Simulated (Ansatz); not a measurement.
Geometry optimisation, Ansatz 0.2.0, DFT PBE-D3(BJ), scalar-relativistic, plane waves, PAW.

Input:

```yaml
accuracy: low
crystal:
  lattice:
    - [7.173877, 0.0, 0.0]
    - [0.0, 7.173877, 0.0]
    - [0.0, 0.0, 7.173877]
  atoms:
    - { symbol: O, position: [0.966406, 0.2246685, 0.372214] }
    - { symbol: H, position: [0.9125269, 0.3254329, 0.3002972] }
    - { symbol: H, position: [0.9511365, 0.1163047, 0.2931408] }
    - { symbol: O, position: [0.3934287, 0.7877876, 0.8354199] }
    - { symbol: H, position: [0.3634173, 0.9157659, 0.8046091] }
    - { symbol: H, position: [0.3106652, 0.7151212, 0.7573286] }
    - { symbol: O, position: [0.4290983, 0.6573005, 0.3516672] }
    - { symbol: H, position: [0.4650811, 0.6925158, 0.2263932] }
    - { symbol: H, position: [0.4107782, 0.5237526, 0.3440653] }
    - { symbol: O, position: [0.0839386, 0.5073114, 0.4852779] }
    - { symbol: H, position: [0.1211303, 0.5521498, 0.3634799] }
    - { symbol: H, position: [0.1854743, 0.4266109, 0.5227796] }
    - { symbol: O, position: [0.7524014, 0.8992078, 0.8465969] }
    - { symbol: H, position: [0.6999211, 0.8437866, 0.9579647] }
    - { symbol: H, position: [0.8848647, 0.9046612, 0.8721351] }
    - { symbol: O, position: [0.1100853, 0.8266989, 0.3690812] }
    - { symbol: H, position: [-0.0082359, 0.7998228, 0.3098678] }
    - { symbol: H, position: [0.078751, 0.8411441, 0.4996107] }
    - { symbol: O, position: [0.5108767, 0.365508, 0.9272869] }
    - { symbol: H, position: [0.5973121, 0.4573782, 0.8791494] }
    - { symbol: H, position: [0.4937312, 0.2797451, 0.8244315] }
    - { symbol: O, position: [0.0886043, 0.4935831, 0.8201444] }
    - { symbol: H, position: [0.1875629, 0.5206736, 0.907904] }
    - { symbol: H, position: [0.0859715, 0.3587142, 0.814497] }
    - { symbol: K, position: [0.5553344, 0.093916, 0.4799303] }
    - { symbol: O, position: [0.1023972, 0.050635, 0.7896226] }
    - { symbol: H, position: [0.054441, -0.0487905, 0.7093683] }
basis:
  ecutwfc: 420.0
kpoints:
  mp_grid: { grid: [1, 1, 1] }
hamiltonian:
  xc: pbe
  dispersion: d3bj
scf:
  occupations: { method: fermi_dirac, width: 0.02 }
  lower_state_search: "off"
relax:
  f_tol: 0.3
  max_steps: 15
  adjacent_minimum: "off"
```

Run as:

```bash
$ ansatz run input.yaml --threads 1 --pin off --max-ram 3072MiB --backend cpu --events-out ev --progress --plain --runs-dir out
```

Task: Where does it end, and by what steps?

Result: The run ended unconverged. Limits of this set-up: coarse k mesh, low accuracy level. After 14 steps the energy has fallen by 5.761 eV; H20 moved furthest, 1.50 Å.

```
step  energy less start (eV)  largest force component (eV/Å)  accepted
   0                  0.0000                           1.351       yes
   1                 -1.2266                           1.257       yes
   2                 -2.1088                           2.715       yes
   3                 -2.9365                           2.414       yes
   4                 -3.5898                           1.543       yes
   5                 -4.0508                           1.720       yes
   6                 -4.4448                           1.750       yes
   7                 -4.8145                           1.225       yes
   8                 -5.0639                           1.259       yes
   9                 -5.2060                           1.094       yes
  10                 -5.3685                           0.878       yes
  11                 -5.4850                           0.927       yes
  12                 -5.5916                           0.943       yes
  13                 -5.6890                           0.706       yes
  14                 -5.7607                           0.515       yes
```

```xyz
27
Lattice="7.1739 0.0000 0.0000 0.0000 7.1739 0.0000 0.0000 0.0000 7.1739" Properties=species:S:1:pos:R:3
O 5.879 1.497 2.743
H 6.355 2.336 2.919
H 6.602 0.842 2.590
O 2.623 5.741 6.275
H 1.996 6.546 6.035
H 2.180 4.977 5.866
O 3.039 4.643 1.696
H 2.904 5.124 0.837
H 3.350 3.766 1.386
O 0.498 3.979 3.417
H 1.368 3.909 2.971
H 0.650 3.727 4.372
O 5.771 6.977 5.785
H 5.644 6.322 6.491
H 6.745 7.245 5.806
O 0.606 6.619 2.515
H 0.824 6.331 1.599
H 0.449 5.746 2.974
O 3.424 2.198 7.146
H 4.335 1.920 6.925
H 2.824 1.592 6.624
O 0.698 3.129 6.005
H 1.377 3.320 6.677
H 0.833 2.125 5.864
K 4.061 -0.372 3.760
O 1.194 0.579 5.620
H 1.155 0.558 4.648
```

Run time: 29 s on 1 thread of Arm Neoverse V2, with other jobs on the host, peak memory 0.38 GiB.
